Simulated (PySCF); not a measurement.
CF, charge +1, multiplicity 1. Atoms are numbered in the order given.

```xyz
2

C      0.0000     0.0000    -0.7018
F      0.0000     0.0000     0.4679
```
Charge +1, spin multiplicity 1.

The structure is a stationary point at PBE-D3(BJ)/def2-TZVPD.

Method: PBE-D3(BJ)/def2-TZVPD in PySCF 2.14.0.

Harmonic, unscaled wavenumbers; measured fundamentals usually lie a few per cent lower.

| mode | ν (cm⁻¹) | IR (km/mol) | moving atoms (share of kinetic energy) |
|---|---|---|---|
| 1 | 1702 | 182.4 | C 61 %, F 39 % |
